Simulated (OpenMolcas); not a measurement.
Cr2+ (d4) in a complex was computed by CASSCF with the d shell active (OpenMolcas, ANO-RCC-VTZP on the metal). Its lowest spin-free states, and all those of the highest spin:

```json
{"2S+1": "5", "Degeneracy": "2", "E (cm-1)": "0.0"}
{"2S+1": "5", "Degeneracy": "2", "E (cm-1)": "9232"}
{"2S+1": "5", "Degeneracy": "1", "E (cm-1)": "10888"}
{"2S+1": "3", "Degeneracy": "1", "E (cm-1)": "19990"}
{"2S+1": "3", "Degeneracy": "1", "E (cm-1)": "20057"}
{"2S+1": "3", "Degeneracy": "2", "E (cm-1)": "20244"}
{"2S+1": "3", "Degeneracy": "2", "E (cm-1)": "20429"}
{"2S+1": "3", "Degeneracy": "1", "E (cm-1)": "20435"}
{"2S+1": "3", "Degeneracy": "2", "E (cm-1)": "21378"}
{"2S+1": "3", "Degeneracy": "2", "E (cm-1)": "23026"}
{"2S+1": "3", "Degeneracy": "1", "E (cm-1)": "24237"}
{"2S+1": "3", "Degeneracy": "2", "E (cm-1)": "24466"}
```

Problem. Is the site octahedral, tetrahedral or cube-like, axial, or of lower symmetry?

Solution. The states with 2S+1 = 5 have orbital degeneracies 2, 2, 1. There are pairs but no triples, so the site is axial: not cubic, but with a proper or improper axis of order three or more. The run had Cr2+ with 3 ligands (fluoride) in trigonal planar coordination (D3h) at 1.92 Å. A charge of +0.333 e stands 3.2 Å behind each ligand. Ligand basis ANO-RCC-VDZP.

An orbital doublet at a regular site is open to a Jahn-Teller distortion, which this geometry leaves out. Without dynamic correlation the repulsion within the d shell is too large (B by tens of per cent), so at a given field states of lower spin stand too high. Ligand-to-metal charge-transfer states are missing. With no ligand orbital active B as a rule stays too high, so bands that hang on it stand too high and its fall with covalency is understated. With metal d orbitals alone and no dynamic correlation the field as a rule comes out too small, by tens of per cent, by up to half for chloride and softer ligands. No measured value stands beside these numbers; the geometry was imposed, not optimised, and the real ion may take another.
